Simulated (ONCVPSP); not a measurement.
# What one change does to a pseudopotential (copper (Cu), ONCV)

ONCVPSP 4.0.1 input, shortened (lines: element, Z, core and valence counts, functional; n l f; lmax; l rc ep ncon nbas qcut; lloc lpopt rc5 dvloc0; l nproj debl; icmod fcfact rcfact), PBEsol, fully relativistic:

```
  Cu 29.00    3    4  -116133      upf
    1    0    2.00
    2    0    2.00
    2    1    6.00
    3    0    2.00
    3    1    6.00
    3    2   10.00
    4    0    1.00
    2
    0    1.30    0.00    5    8    9.10
    1    0.80    0.00    4    8   10.10
    2    1.50    0.00    4    8   11.80
    4    5    0.75    6.00
    0    2    1.30
    1    2    3.90
    2    1    2.20
    1    0.35    0.00
```

Open shells are filled in proportion to 2j + 1.

Change: p: ncon 5, nbas 9.

Cutoffs: the cutoffs (Ha) at which the residual kinetic energy of the hardest occupied pseudo-wave falls to 1 and 0.1 mHa per electron; they do not see the model core or the augmentation charge, which bear on the density cutoff. Errors are all-electron minus pseudo energies relative to the spin-unpolarised reference configuration.

Q: What does the change do?

A: The potential gets harder (50 Ha and 255 Ha → 116 Ha and 370 Ha); the errors of the 3 common tests hardly move; neither file shows a bound ghost.

```csv
quantity,base,changed
"cutoff, loose",50 Ha,116 Ha
"cutoff, tight",255 Ha,370 Ha
loose cutoff by channel,"s 33 Ha, p 43 Ha, d 50 Ha","s 33 Ha, p 116 Ha, d 50 Ha"
bound ghosts,none,none
GHOST(+) flags under 300 eV,none,none
tests with a reliable result,3 of 4,3 of 4
"error for 3s2 3p6 3d10 4s0, meV [ΔE 8.11 eV]",+6.6,+6.6
"error for 3s2 3p6 3d9 4s0, meV [ΔE 29.42 eV]",-11,-11
"error for 3s2 3p6 3d9 4s1, meV [ΔE 11.61 eV]",-0.2,-0.1
s: phases at 1.32 bohr within 0.05 rad from the reference energy up to (Ha; the scan ends near 5),to the end of the scan,to the end of the scan
p3/2: phases at 0.81 bohr within 0.05 rad from the reference energy up to (Ha; the scan ends near 5),to the end of the scan,to the end of the scan
p1/2: phases at 0.81 bohr within 0.05 rad from the reference energy up to (Ha; the scan ends near 5),to the end of the scan,to the end of the scan
d5/2: phases at 1.52 bohr within 0.05 rad from the reference energy up to (Ha; the scan ends near 5),1.3,1.3
d3/2: phases at 1.52 bohr within 0.05 rad from the reference energy up to (Ha; the scan ends near 5),1.2,1.2
"rms error of d²Exc/dni dnj with the model core, mHa",5.55,5.55
```
